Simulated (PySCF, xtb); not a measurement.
CH₂Li₂, SMILES [CH2]([Li])[Li].

xtb 6.7.1 with GFN2-xTB at its own geometry gives an orbital gap of 1.84 eV and a dipole moment of 4.48 D.

The structure is a stationary point at r2SCAN-D4/def2-TZVPD.

Question: What does PBE0/def2-TZVPD run with PySCF give? (Estimate from the structure and the level; the computed values follow.)

Answer: gap 2.38 eV (levels -3.34 and -0.96 eV), dipole 5.16 D.
